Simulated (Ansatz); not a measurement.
**SiCl2OF (SMILES [O][Si](F)(Cl)Cl): methods side by side**

SiCl2OF: 5 atoms, total charge 0, spin state doublet. As SMILES, `[O][Si](F)(Cl)Cl`. The shape is that of a PBE0-D4/def2-TZVP optimisation.

```jsonl
{"atom": "O", "x (Å)": "1.2052", "y (Å)": "-1.1209", "z (Å)": "0.3510"}
{"atom": "Si", "x (Å)": "0.0020", "y (Å)": "-0.0373", "z (Å)": "0.0719"}
{"atom": "F", "x (Å)": "-0.9445", "y (Å)": "0.1755", "z (Å)": "1.3111"}
{"atom": "Cl", "x (Å)": "-1.0886", "y (Å)": "-0.8158", "z (Å)": "-1.4285"}
{"atom": "Cl", "x (Å)": "0.8757", "y (Å)": "1.7250", "z (Å)": "-0.3470"}
```

Each level gives the energy change with the Si2–Cl4 bond stretched from 2.012 to 4.426 Å (eV). The values are calculated.

```tsv
level	kind	program	value (eV)	CPU time (all runs)
UHF/cc-pVDZ	Hartree–Fock	Ansatz	3.36	80 s
UBLYP/cc-pVDZ	GGA	Ansatz	2.91	81 s
UPBE/cc-pVDZ	GGA	Ansatz	3.20	85 s
UB3LYP/cc-pVDZ	global hybrid	Ansatz	3.41	1.8 min
UCAM-B3LYP/cc-pVDZ	range-separated hybrid	Ansatz	3.64	1.9 min
UHSE06/cc-pVDZ	range-separated hybrid	Ansatz	3.71	1.9 min
UB2PLYP/cc-pVDZ	double hybrid	Ansatz	3.64	3.3 min
UPBE-QIDH/cc-pVDZ	double hybrid	Ansatz	4.04	3.5 min
```

The first shape isn't each level's own minimum. The values span 2.91 to 4.04 eV. Spin contamination of the reference (⟨S²⟩ at least 0.1 too high) touches UHF/cc-pVDZ, UCAM-B3LYP/cc-pVDZ, UHSE06/cc-pVDZ, UB2PLYP/cc-pVDZ, UPBE-QIDH/cc-pVDZ (up to 0.86 too high). Times are those of the runs behind each value, whatever else they computed, on shared processors of several kinds: orders of magnitude only.
